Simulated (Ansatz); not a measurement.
Calculated with Ansatz (gas phase, PBE0-D4/def2-TZVP geometries, no zero-point term in ΔE). CBS: MP2 limit from def2 TZ/QZ plus the TZ coupled-cluster correction, frozen cores. This one scheme is used for every species. DFT in def2-TZVPP. B3LYP here is the variant with VWN-RPA as its local correlation; programs differ in this. Each species was taken in one conformer, which may not be the lowest.

orthosilicic acid + `OCN[SiH2]O` → `O[SiH2]N[Si](O)(O)O` + `OCO`  (formal exchange of groups at the Si–O bond)

**Question.** Is it downhill or uphill in electronic energy at CCSD(T)/CBS, and by how much? (An estimate is asked.)

**Answer.** Computed: Uphill: ΔE = +36.6 kJ/mol.

**Question.** What do these levels give: PBE-D4, r2SCAN-D4, PBE0-D4, B3LYP-D4, ωB97X-V, B2PLYP, PBE0, MP2/def2-TZVPP, SCS-MP2/def2-TZVPP, CCSD(T)/def2-TZVPP, HF/def2-QZVPP, MP2/def2-QZVPP? (An estimate is asked.)

**Answer.** The calculation gave: PBE-D4 31.9, r2SCAN-D4 34.8, PBE0-D4 32.4, B3LYP-D4 33.9, ωB97X-V 34.0, B2PLYP 38.2, PBE0 34.9, MP2/def2-TZVPP 38.7, SCS-MP2/def2-TZVPP 38.0, CCSD(T)/def2-TZVPP 35.9, HF/def2-QZVPP 38.0, MP2/def2-QZVPP 39.2 kJ/mol.

Largest T1 diagnostic among the species: 0.011.

The D4 term adds −4.1 kJ/mol with B3LYP and −2.5 kJ/mol with PBE0; it sums over pairs of atoms, weighted by their polarisabilities, and B3LYP, whose exchange is more repulsive, gets the larger term.
